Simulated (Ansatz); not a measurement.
Computed with Ansatz on PBE0-D4/def2-TZVP structures; ΔE is electronic, products minus reactants. CCSD(T)/CBS adds triple-zeta CCSD(T) − MP2 to the extrapolated MP2 energy (def2 sets, frozen cores). DFT in def2-TZVPP. For Br outer-core shells are correlated without core-valence functions, which leaves a few kJ/mol of doubt a bond. Scalar relativity is left out up to krypton. One conformer a species, not always the lowest.

Consider the formal exchange of groups at the Si–Br bond: `N[SiH](Br)CO` + `O=Cc1ccc[nH]1` → `N[SiH](C=O)CO` + `Brc1ccc[nH]1`.

```tsv
level	ΔE (kJ/mol)
r2SCAN-D4	244.8
PBE	233.1
HF/def2-TZVPP	232.8
CCSD(T)/def2-TZVPP	220.3
```

(1) What does CCSD(T)/CBS give? (An estimate is asked.)

Largest T1 diagnostic among the species: 0.014.

## Answers

(1) Ansatz gave: +225.4 kJ/mol. The listed levels differ from it by 19.4, 7.7, 7.4, -5.1 kJ/mol.

In def2-TZVPP, CCSD(T) changes the Hartree–Fock value by −12.5 kJ/mol (the triples alone add +1.3 kJ/mol) and MP2 by −4.2 kJ/mol.
